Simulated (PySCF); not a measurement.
Te(F)(OH), HFOTe, SMILES [Te](O)F, PBE0/def2-SVP optimised geometry.

```
4

Te    -0.84    -1.13     0.00
F      1.10    -1.13     0.00
O     -1.10     0.82     0.00
H     -1.04     1.13    -0.91
```

Density from PBE0/def2-TZVP, def2 effective core potentials past Kr (PySCF) at that geometry. The core electrons that the potentials of Te replace are not part of the density.

Minimum of the electron density along straight lines between bonded atoms, close to the bond critical point (lines longer than 1.1 times the sum of covalent radii, or with two minima, are not listed):

```csv
bond,length / Å,ρ at the minimum / e bohr⁻³,∇²ρ there / e bohr⁻⁵,position (fraction from the first atom)
Te1–F2,1.941,[?],0.43,0.51
Te1–O3,1.969,0.131,0.33,0.50
O3–H4,0.967,[?],[?],0.81
```

Q: Some entries are withheld; supply them.

A: 
- Te1–F2, ρ at the minimum / e bohr⁻³: 0.123
- O3–H4, ρ at the minimum / e bohr⁻³: 0.357
- O3–H4, ∇²ρ there / e bohr⁻⁵: -2.42
